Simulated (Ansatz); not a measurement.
Geometry optimisation, RKS revPBE-D4/6-31G* in Ansatz 0.2.0.

Input:

```yaml
crystal:
  periodic: [false, false, false]
  atoms:
    - { symbol: Si, position_ang: [-0.281768, 0.094245, 0.068239] }
    - { symbol: O, position_ang: [-0.552466, 0.221412, 1.730013] }
    - { symbol: H, position_ang: [-1.506554, 0.249865, 1.950204] }
    - { symbol: H, position_ang: [1.202181, 0.13287, -0.049713] }
    - { symbol: "N", position_ang: [-0.804661, 1.388519, -0.971313] }
    - { symbol: H, position_ang: [-1.798264, 1.608391, -1.054739] }
    - { symbol: H, position_ang: [-0.242378, 2.239765, -1.003558] }
    - { symbol: "N", position_ang: [-1.248637, -1.242109, -0.484593] }
    - { symbol: H, position_ang: [-1.369779, -2.113442, 0.027344] }
    - { symbol: H, position_ang: [-1.446797, -1.343871, -1.479508] }
    - { symbol: "N", position_ang: [1.04968, -2.344526, 1.292131] }
    - { symbol: H, position_ang: [0.769467, -2.382591, 0.311679] }
    - { symbol: Si, position_ang: [2.740796, -2.12504, 1.680911] }
    - { symbol: H, position_ang: [3.512381, -3.320947, 1.185639] }
    - { symbol: H, position_ang: [3.4284, -0.909317, 1.093251] }
    - { symbol: H, position_ang: [2.84695, -2.033923, 3.17971] }
    - { symbol: H, position_ang: [0.383549, -1.773002, 1.845903] }
basis:
  gaussian: { orbitals: "6-31G*" }
hamiltonian:
  xc: revpbe
  dispersion: d4
relax:
  f_tol: 0.03
  max_steps: 50
output:
  orbitals: {}
```

Command:

```bash
$ ansatz run input.yaml --threads 4 --pin off --max-ram 5120MiB --backend cpu --events-out ev --progress --plain --runs-dir out
```

Problem. Where does it end, and by what steps?

Solution. The forces met the threshold. The force dipped under the threshold on the way, but the program's further checks kept it going. After 33 steps the energy has fallen by 0.294 eV; H15 moved furthest, 2.48 Å.

| step | energy less start (eV) | largest force component (eV/Å) | accepted |
| --- | --- | --- | --- |
| 0 | 0.0000 | 0.604 | yes |
| 2 | -0.0941 | 0.233 | yes |
| 4 | -0.1084 | 0.061 | yes |
| 6 | -0.1169 | 0.114 | yes |
| 8 | -0.1255 | 0.182 | yes |
| 10 | -0.1403 | 0.209 | yes |
| 12 | -0.1654 | 0.421 | yes |
| 14 | -0.2008 | 0.402 | yes |
| 16 | -0.2313 | 0.340 | yes |
| 18 | -0.2527 | 0.289 | yes |
| 20 | -0.2662 | 0.187 | yes |
| 22 | -0.2771 | 0.097 | yes |
| 24 | -0.2830 | 0.112 | yes |
| 26 | -0.2880 | 0.136 | yes |
| 28 | -0.2919 | 0.035 | yes |
| 30 | -0.2935 | 0.042 | yes |
| 32 | -0.2944 | 0.032 | yes |
| 33 | -0.2945 | 0.014 | yes |

```xyz
17
Properties=species:S:1:pos:R:3
Si -0.472 0.458 -0.410
O 0.575 0.729 0.909
H 0.238 0.285 1.714
H 0.247 1.207 -1.495
N -2.076 1.116 -0.382
H -2.769 0.723 0.255
H -2.208 2.121 -0.496
N -0.688 -1.260 -0.468
H 0.162 -1.824 -0.346
H -1.316 -1.653 -1.169
N 2.161 -1.822 0.562
H 2.997 -2.058 0.023
Si 2.015 -2.549 2.156
H 1.900 -4.037 2.002
H 3.134 -2.290 3.138
H 0.756 -1.998 2.762
H 2.025 -0.801 0.565
```

Whether the end is a true minimum wasn't checked by a vibrational analysis.

Run time: 64 s on 4 threads of Arm Neoverse V1 (shared host), peak memory 0.19 GiB.
